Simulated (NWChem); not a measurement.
MgBr₂; SMILES [Br][Mg][Br]

```xyz
3

Mg     0.0000     0.0000     0.1564
Br     2.3388     0.0000     0.1565
Br    -2.3388     0.0000     0.1565
```
Atoms are numbered in this order, from 1.

Computed with NWChem. Geometry optimised at B3LYP/6-31G*; all other runs use it. Pople sets run with spherical d functions. This build's default masses of Se (78.918 u) and Br (79.917 u) are each other's, which moves their modes by up to 0.6 %. Spin-orbit effects on the shieldings are missing.

```tsv
quantity	level	value
anisotropy (bohr³), static	PBE/def2-SVPD	…
vertical, lowest state with f > 0.02, singlet (eV)	PBE/def2-SVPD, TDA	4.82
−ε(HOMO) (eV)	PBE/def2-SVP	7.06
absolute shielding σ Mg1 (ppm)	PBE0/pcSseg-1, GIAO	…
dipole (D)	B3LYP/6-31G*	…
highest harmonic frequency (cm⁻¹)	B3LYP/6-31G*	521
```

Question: Fill in the missing entries.

Answer: 
- anisotropy (bohr³), static, value: 34.3
- absolute shielding σ Mg1 (ppm), value: 488.3
- dipole (D), value: 0.00
